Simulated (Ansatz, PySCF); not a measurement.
Reaction (SMILES): CCl (CH3Cl) [chloromethane] → [CH3] (CH3) + Cl atom (the C-Cl bond at the site shown breaks; other sites are not compared here)
Geometries: B3LYP-D3(BJ)/def2-TZVP minima from Ansatz (a first-principles code).
Geometry of the first species:
```
C
H 1 1.0858
H 1 1.0858 2 110.57
H 1 1.0858 2 110.57 3 -122.80
Cl 1 1.7944 2 108.35 3 118.60
```

Quantity: bond dissociation energy (0 K, with B3LYP-D3(BJ) harmonic zero-point energies from PySCF), in kcal/mol. Correlated levels leave the core frozen unless marked. UHF or UKS for open shells. No spin-orbit coupling. No relativistic terms. CBS(X,Y): correlation extrapolated as X^-3; Hartree-Fock from the larger set.

CCSD(T)/CBS(def2-TZVPPD,def2-QZVPPD) (Ansatz) gives 82.9 kcal/mol.

Question: Another calculation gave 79.6 kcal/mol. Which level was it?
A) BHLYP/def2-TZVPD (Ansatz)
B) M06-L/def2-TZVPD (PySCF)
C) SVWN5/def2-TZVPD (Ansatz)
D) B2PLYP/def2-TZVPD (Ansatz)

Answer: D, B2PLYP/def2-TZVPD (Ansatz). The others give 84.0 (M06-L), 103.0 (SVWN5), 73.9 (BHLYP) kcal/mol.
